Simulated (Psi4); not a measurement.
C$_{4}$H$_{5}$ (SMILES C1[C@]2C[C@H]12), doublet, at a GFN2-xTB geometry. Base run: B3LYP/3-21G (Psi4).

The Psi4 input:
```
memory 2 GB

molecule {
0 2
C     0.03643608    1.13523166    0.30091216
C     0.06332066   -1.14075396    0.27440395
C     0.78434756    0.01305905   -0.32576129
C    -0.65722656   -0.00261496   -0.44203833
H    -0.05911017    1.19718400    1.38170604
H     0.07077611    2.09485536   -0.19578110
H    -0.03043843   -1.23009773    1.35343571
H     0.12017894   -2.08747192   -0.24449230
H    -1.46267287   -0.00400040   -1.13996730
}

set {
  basis 3-21g
  reference uks
}

energy('b3lyp')
print_variables()
```

Each row names what was changed in the base input (with any setting that the change needs).

```tsv
change	ΔE vs base (eV)	point group used	SCF cycles
base	0.00	c1	9
molecule keys = symmetry c1	0.00	c1	9
jitter_ang = 0.002	0.00	c1	9
molecule keys = symmetry c1, no_reorient, no_com	0.00	c1	9
molecule keys = no_reorient	0.00	c1	9
```

Open shells are given as the SCF converged; they aren't shown to be the lowest states, and a large step between rows can be another state.
